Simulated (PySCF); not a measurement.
# Finite-field polarisability of C (carbon, neutral)

[He] 2s2 2p2, high-spin 3P determinant. Calculation: PySCF 2.14, in aug-cc-pVQZ-DK; the spin-free X2C one-electron Hamiltonian (Gaussian nucleus). Frozen: 1s2. Energy changes in a uniform field (μhartree):

```json
{"axis": "x", "F (au)": "0.0043", "HF": "-100.668", "MP2": "-89.814", "CCSD": "-94.641", "CCSD(T)": "-95.297"}
{"axis": "x", "F (au)": "0.0086", "HF": "-402.745", "MP2": "-359.559", "CCSD": "-378.723", "CCSD(T)": "-381.347"}
{"axis": "y", "F (au)": "0.004", "HF": "-100.035", "MP2": "-99.061", "CCSD": "-99.208", "CCSD(T)": "-99.819"}
{"axis": "y", "F (au)": "0.008", "HF": "-400.500", "MP2": "-396.699", "CCSD": "-397.314", "CCSD(T)": "-399.776"}
```

By symmetry the remaining axis equals y.

(1) Derive α along x at CCSD(T) from the two fields.

(2) And the mean polarisability at each level?

Results:

(1) With ΔE = −αF²/2 − γF⁴/24, α = −(16 ΔE(F) − ΔE(2F))/(6F²) = 10.31 bohr³.

(2) The components xx, yy, zz at CCSD(T) are 10.31, 12.47, 12.47, the third axis being equal by symmetry to one of the two computed. Means: HF 11.96, MP2 11.49, CCSD 11.68, CCSD(T) 11.75 bohr³. Reference: 11.3 ± 0.4 bohr³ (recommended; Schwerdtfeger and Nagle, table of static dipole polarizabilities (2023 update)).
